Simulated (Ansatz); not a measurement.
Cost and result for the atomization energy of CH$_{6}$GeOSn (`[SnH3][CH]1[O][GeH2]1`) (10 atoms, 10 bonds).

```xyz
10

Sn   -0.412   -1.259   -1.089
C     0.668    0.365   -0.188
O     1.263    0.089    1.088
Ge   -0.039    1.362    1.270
H     0.654   -2.537   -1.471
H    -1.184   -0.708   -2.512
H    -1.580   -1.801    0.032
H     1.323    0.919   -0.865
H    -1.239    0.854    2.063
H     0.544    2.714    1.672
```

Total charge 0; spin multiplicity 1. Correlated methods include outer-core shells of Ge, Sn, which these sets cover unevenly. Scalar relativity is left out up to krypton. Sn: def2 effective core potential. The structure was optimised at the PBE0-D4/def2-TZVP level. Program: Ansatz. All runs use 4 threads of an Intel Xeon Platinum 8488C on a shared host. Times are those of one run each, without the atoms' runs, and a repeat can differ threefold. Electronic energies, without spin–orbit coupling; frozen cores. CCSD(T)/CBS adds CCSD(T) − MP2 in def2-TZVPP to the MP2 limit, and its time is that of the two runs behind it. T1 = 0.015. With those shells the extrapolation isn't a true limit. B3LYP takes the VWN-RPA correlation (the form of Gaussian; ORCA's B3LYP/G).

CCSD(T)/CBS is a level of theory with its own doubt, some kJ/mol a heavy atom from the limit and from the frozen cores, so smaller differences don't rank the functionals.

```json
{"level": "B3LYP-D4/def2-TZVPP (with forces)", "functions": "244", "atomization (kcal/mol)": "679.9", "difference from CCSD(T)/CBS": "-13.2", "per bond": "-1.3"}
{"level": "PBE0-D4/def2-TZVPP", "functions": "244", "atomization (kcal/mol)": "679.4", "difference from CCSD(T)/CBS": "-13.7", "per bond": "-1.4"}
{"level": "ωB97M-V/def2-TZVPP (with forces)", "functions": "244", "atomization (kcal/mol)": "683.2", "difference from CCSD(T)/CBS": "-9.9", "per bond": "-1.0"}
{"level": "CCSD(T)/CBS(def2)", "functions": "–", "atomization (kcal/mol)": "693.1", "difference from CCSD(T)/CBS": "0.0", "per bond": "0.0"}
{"level": "r2SCAN-D4/def2-TZVPP (with forces)", "functions": "244", "atomization (kcal/mol)": "688.2", "difference from CCSD(T)/CBS": "-4.9", "per bond": "-0.5"}
{"level": "CCSD(T)/def2-TZVPP", "functions": "244", "atomization (kcal/mol)": "674.7", "difference from CCSD(T)/CBS": "-18.4", "per bond": "-1.8"}
{"level": "ωB97X-V/def2-TZVPP", "functions": "244", "atomization (kcal/mol)": "692.0", "difference from CCSD(T)/CBS": "-1.1", "per bond": "-0.1"}
{"level": "PBE-D4/def2-TZVPP (with forces)", "functions": "244", "atomization (kcal/mol)": "694.4", "difference from CCSD(T)/CBS": "1.3", "per bond": "0.1"}
{"level": "B2PLYP/def2-TZVPP", "functions": "244", "atomization (kcal/mol)": "673.7", "difference from CCSD(T)/CBS": "-19.4", "per bond": "-1.9"}
{"level": "MP2/def2-QZVPP", "functions": "465", "atomization (kcal/mol)": "686.7", "difference from CCSD(T)/CBS": "-6.4", "per bond": "-0.6"}
```

(1) Order the runs by time, with rough figures. (An estimate is asked.)

Results:

(1) Ansatz gave: PBE-D4/def2-TZVPP (with forces) 1.8 s; PBE0-D4/def2-TZVPP 2.5 s; r2SCAN-D4/def2-TZVPP (with forces) 3.1 s; B3LYP-D4/def2-TZVPP (with forces) 3.9 s; B2PLYP/def2-TZVPP 4.6 s; ωB97X-V/def2-TZVPP 6 s; ωB97M-V/def2-TZVPP (with forces) 8 s; MP2/def2-QZVPP 18 s; CCSD(T)/def2-TZVPP 2.4 min; CCSD(T)/CBS(def2) 2.7 min.

From PBE to PBE0 (25 % exact exchange), in def2-TZVPP and without D4, the atomization energy moves by −14.2 kcal/mol: exact exchange takes away binding that semilocal exchange gives to molecules. The D4 term adds +8.6 kcal/mol with B3LYP and +4.5 kcal/mol with PBE0; it sums over pairs of atoms, weighted by their polarisabilities, and B3LYP, whose exchange is more repulsive, gets the larger term. In def2-TZVPP, CCSD(T) changes the Hartree–Fock value by +219.0 kcal/mol (the triples alone add +14.0 kcal/mol) and MP2 by +220.0 kcal/mol; breaking electron pairs costs correlation energy, which Hartree–Fock lacks.

Spin–orbit coupling would lower the free Sn atoms strongly, and the atomization energy with them, by more than many differences here. For some Ge, Se and Sn compounds the MP2-based and the directly extrapolated limit differ by 10 to 25 kJ/mol.
